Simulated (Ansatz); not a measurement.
Relaxation of CH7GeNOSn (12 atoms, charge 0, multiplicity 1), to a largest force component of 0.015 eV/Å in at most 40 steps.

Theory: Ansatz, RKS PBE-D4/def2-SVP.

```xyz
12
Properties=species:S:1:pos:R:3:forces:R:3
N -0.476 1.352 -0.991 -1.74 2.04 -1.24
C -0.381 0.154 -0.259 3.61 1.96 -0.57
Sn 0.680 0.160 1.576 1.17 0.70 1.36
O -1.435 -0.571 -0.257 -5.74 -2.58 1.08
Ge -0.266 -1.430 -1.358 1.90 -1.66 -0.51
H -0.006 1.306 -1.901 0.26 0.20 0.15
H -1.514 1.505 -1.249 1.57 -0.18 0.63
H 0.733 -1.437 2.263 -0.09 0.07 -0.07
H -0.036 1.297 2.746 0.17 -0.36 -0.33
H 2.367 0.651 1.307 -0.47 -0.10 0.07
H -0.795 -1.346 -2.778 -0.26 -0.10 -0.29
H 0.168 -2.739 -0.633 -0.38 0.03 -0.29
```

Problem. Where does it end, and by what steps?

Solution. It converged. After 31 steps the energy has fallen by 1.854 eV; H6 moved furthest, 2.46 Å. Parted: C2–Ge5. Joined: Sn3–Ge5.

```json
{"step": "0", "energy less start (eV)": "0.0000", "largest force component (eV/Å)": "5.744", "accepted": "yes"}
{"step": "2", "energy less start (eV)": "-0.7428", "largest force component (eV/Å)": "0.577", "accepted": "yes"}
{"step": "4", "energy less start (eV)": "-0.9134", "largest force component (eV/Å)": "0.776", "accepted": "yes"}
{"step": "6", "energy less start (eV)": "-1.0037", "largest force component (eV/Å)": "1.339", "accepted": "yes"}
{"step": "8", "energy less start (eV)": "-1.1818", "largest force component (eV/Å)": "1.787", "accepted": "yes"}
{"step": "10", "energy less start (eV)": "-1.2925", "largest force component (eV/Å)": "0.475", "accepted": "yes"}
{"step": "12", "energy less start (eV)": "-1.3562", "largest force component (eV/Å)": "0.987", "accepted": "yes"}
{"step": "14", "energy less start (eV)": "-1.4569", "largest force component (eV/Å)": "0.488", "accepted": "yes"}
{"step": "16", "energy less start (eV)": "-1.5850", "largest force component (eV/Å)": "1.025", "accepted": "yes"}
{"step": "18", "energy less start (eV)": "-1.7208", "largest force component (eV/Å)": "0.481", "accepted": "yes"}
{"step": "20", "energy less start (eV)": "-1.8212", "largest force component (eV/Å)": "0.422", "accepted": "yes"}
{"step": "22", "energy less start (eV)": "-1.8474", "largest force component (eV/Å)": "0.106", "accepted": "yes"}
{"step": "24", "energy less start (eV)": "-1.8514", "largest force component (eV/Å)": "0.076", "accepted": "yes"}
{"step": "26", "energy less start (eV)": "-1.8531", "largest force component (eV/Å)": "0.059", "accepted": "yes"}
{"step": "28", "energy less start (eV)": "-1.8535", "largest force component (eV/Å)": "0.025", "accepted": "yes"}
{"step": "30", "energy less start (eV)": "-1.8538", "largest force component (eV/Å)": "0.021", "accepted": "yes"}
{"step": "31", "energy less start (eV)": "-1.8539", "largest force component (eV/Å)": "0.009", "accepted": "yes"}
```

```xyz
12
Properties=species:S:1:pos:R:3
N -1.115 1.668 -0.544
C -0.566 0.453 -0.472
Sn 0.910 0.040 1.198
O -0.857 -0.444 -1.311
Ge 0.153 -2.200 -0.915
H -0.855 2.370 0.152
H -1.789 1.910 -1.279
H 0.376 -0.981 2.478
H 0.746 1.687 1.843
H 2.569 -0.095 0.758
H 0.624 -2.400 -2.426
H -1.157 -3.105 -1.015
```

Time of the run: 40 s on 2 threads of AMD EPYC 9R45 96-Core Processor (Zen 5) (shared host), peak memory 0.22 GiB.
